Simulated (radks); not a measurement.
Results of a calculation; reference values are marked as such.
The mean radii <r> (bohr) of the occupied orbitals of an atom or ion are listed with their occupations. Level of theory: Dirac Kohn-Sham, relativistic LDA (MacDonald-Vosko exchange, VWN5 correlation), spin-unpolarised, spherical densities, finite nucleus; Fermi nuclear charge, rms radius of each element as measured or else 0.836 A^(1/3) + 0.57 fm (a radial shooting solver on a logarithmic mesh with Libxc functionals).

orbital  occ.      <r>
1s1/2       2  0.04876
2s1/2       2   0.2159
2p1/2       2   0.1863
2p3/2       4   0.1897
3s1/2       2   0.5527
3p1/2       2   0.5392

Name the element and its charge. Open shells, if any, fill j = l - 1/2 first.

Answer. Z = 31, gallium, charge +17: Ga17+ in [Ne] 3s2 3p2. The 1s radius gives Z: for a bare nucleus <r> = (2 gamma + 1)/(2Z) with gamma = sqrt(1 - (Z/c)^2), 0.04755 bohr for Z = 31, and screening makes it slightly larger (0.04876 here). The occupations add up to 14, and the charge is Z minus that.
